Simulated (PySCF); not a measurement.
S (SMILES [S-]), charge -1, doublet (in this run its highest filled SCF level lies above zero, so its values depend strongly on the basis, on diffuse functions most of all); TPSSH/def2-SVP (PySCF).

PySCF was given this input:
```python
from pyscf import gto, scf, dft

mol = gto.M(
    atom='''
S     0.00000000    0.00000000    0.00000000
''',
    basis='def2-svp',
    charge=-1,
    spin=1,
    verbose=4,
)

mf = dft.UKS(mol)
mf.xc = 'tpssh'
mf.kernel()
```

Output, abridged:

```
PySCF version 2.14.0

[INPUT] verbose = 4
[INPUT] num. atoms = 1
[INPUT] num. electrons = 17
[INPUT] charge = -1
[INPUT] spin (= nelec alpha-beta = 2S) = 1
[INPUT] symmetry False subgroup None
[INPUT] Mole.unit = angstrom
[INPUT] Symbol           X                Y                Z      unit          X                Y                Z       unit  Magmom
[INPUT]  1 S      0.000000000000   0.000000000000   0.000000000000 AA    0.000000000000   0.000000000000   0.000000000000 Bohr   0.0

nuclear repulsion = 0
number of shells = 8
number of NR pGTOs = 36
number of NR cGTOs = 18
basis = def2-svp
ecp = {}

******** <class 'pyscf.dft.uks.UKS'> ********
method = UKS
initial guess = minao
damping factor = 0
level_shift factor = 0
DIIS = <class 'pyscf.scf.diis.CDIIS'>
diis_start_cycle = 1
diis_space = 8
diis_damp = 0
SCF conv_tol = 1e-09
SCF conv_tol_grad = None
SCF max_cycles = 50
direct_scf = True
direct_scf_tol = 1e-13
number electrons alpha = 9  beta = 8
XC library pyscf.dft.libxc version 7.1.2
    S. Lehtola, C. Steigemann, M. J. T. Oliveira, and M. A. L. Marques,  SoftwareX 7, 1–5 (2018)
XC functionals = tpssh
    V. N. Staroverov, G. E. Scuseria, J. Tao, and J. P. Perdew,  J. Chem. Phys. 119, 12129 (2003)
radial grids:
    Treutler-Ahlrichs [JCP 102, 346 (1995); DOI:10.1063/1.469408] (M4) radial grids

becke partition: Becke, JCP 88, 2547 (1988); DOI:10.1063/1.454033
pruning grids: <function nwchem_prune>
grids dens level: 3
symmetrized grids: False
atomic radii adjust function: <function treutler_atomic_radii_adjust>
small_rho_cutoff = 0
Set gradient conv threshold to 3.16228e-05
tot grids = 18880
init E= -397.893227783793

cycle= 1 E= -397.998356270439  delta_E= -0.105  |g|= 0.228  |ddm|= 0.741
cycle= 2 E= -398.019484642884  delta_E= -0.0211  |g|= 0.156  |ddm|= 0.664
cycle= 3 E= -398.032741935532  delta_E= -0.0133  |g|= 0.00376  |ddm|= 0.252
cycle= 4 E= -398.032752580595  delta_E= -1.06e-05  |g|= 0.000545  |ddm|= 0.00579
cycle= 5 E= -398.032752846668  delta_E= -2.66e-07  |g|= 1.23e-05  |ddm|= 0.00104
cycle= 6 E= -398.032752846831  delta_E= -1.63e-10  |g|= 1.73e-06  |ddm|= 3.73e-05
Extra cycle  E= -398.032752846835  delta_E= -3.81e-12  |g|= 4.28e-07  |ddm|= 5.31e-06
converged SCF energy = -398.032752846835  <S^2> = 0.7523643  2S+1 = 2.0023629
```
